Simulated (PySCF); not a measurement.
All values below come from PBE-D3(BJ)/def2-TZVP // B3LYP-D3(BJ)/def2-TZVP (PySCF). Gas-phase values, no solvent. 

Reference species (SMILES): `[NH2][Al]([NH2])[I]` (neutral, multiplicity 1).

```
Item                       Value
----------------------  --------
LUMO                    -1.13 eV
HOMO–LUMO gap            4.73 eV
HOMO                    -5.86 eV
S1 oscillator strength     0.000
```

Changed species: `[NH2][Al]([NH2])[NH2]` (0 of 3 NH2 replaced by I; the reference has 1 of 3 NH2 replaced by I).

Give the shifts of the LUMO, HOMO–LUMO gap, HOMO and S1 oscillator strength.

the LUMO rises by 0.63 eV, to -0.50 eV; the HOMO–LUMO gap goes up by 0.05 eV, to 4.78 eV; the HOMO rises by 0.58 eV, to -5.28 eV; the S1 oscillator strength hardly moves.
